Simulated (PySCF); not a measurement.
## How methods differ on the excitation energy of Tc²⁺

Tc²⁺ [Kr] 4d5 (6S) → Tc²⁺ [Kr] 4d4 5s1 (6D), as a difference of total energies. All numbers are calculated (PySCF 2.14, the spin-free X2C one-electron Hamiltonian (Gaussian nucleus), in x2c-TZVPPall with one added diffuse shell each of s, p, d, f type (9s7p7d3f1g, 95 functions)). Correlated levels: valence and next inner shell: [Ar] 3d10 frozen. The calculations carry no spin-orbit coupling.

```csv
method,excitation energy (eV)
UHF,5.745
MP2 (valence and next inner shell),5.820
SCS-MP2 (valence and next inner shell),5.770
CCSD (valence and next inner shell),5.752
CCSD(T) (valence and next inner shell),5.738
```

A first-order spin-orbit estimate (lowest level to lowest level, LS coupling) adds -0.179 eV.
